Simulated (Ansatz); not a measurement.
This geometry of GaH$_{5}$O (7 atoms, charge 0, multiplicity 1) is a first-order saddle point.

All numbers below come from RKS PBE-D4/def2-SVP (Ansatz 0.2.0).

```xyz
7
Properties=species:S:1:pos:R:3
Ga 0.041 -0.204 -0.148
H -0.019 -0.113 1.718
H 1.448 0.324 -0.585
H -1.407 0.130 -0.658
O 0.201 -2.052 0.560
H -0.633 -2.556 0.491
H 0.042 -1.077 1.490
```

(1) Which two structures does it join? (They come from a converged band through this point; their orientation in space is the band's.)

(2) How far does it lie above each of them?

## Answers

(1) Bonds broken: Ga1–H2, O5–H7. Bonds formed: H2–H7. GaH5O becomes GaH3O + H2.

First end point:

```xyz
7
Properties=species:S:1:pos:R:3
Ga 0.028 0.109 0.072
H -0.113 0.642 1.567
H 1.410 0.268 -0.678
H -1.308 -0.079 -0.773
O 0.160 -2.019 0.644
H -0.704 -2.416 0.417
H 0.199 -2.052 1.619
```

Last end point:

```xyz
7
Properties=species:S:1:pos:R:3
Ga 0.040 -0.533 -0.411
H -0.024 0.268 2.241
H 1.440 0.157 -0.566
H -1.403 0.085 -0.579
O 0.179 -2.302 -0.050
H -0.690 -2.737 0.021
H 0.130 -0.486 2.211
```

(2) 0.83 eV above the first and 0.68 eV above the second. This is the barrier of this one path; another mechanism may lie lower. The orbitals stay closed-shell, which can raise the energy where a bond breaks towards radicals; this wasn't checked here.

Run time: 96 s on 1 thread of Arm Neoverse V2, with other jobs on the host, peak memory 0.12 GiB.
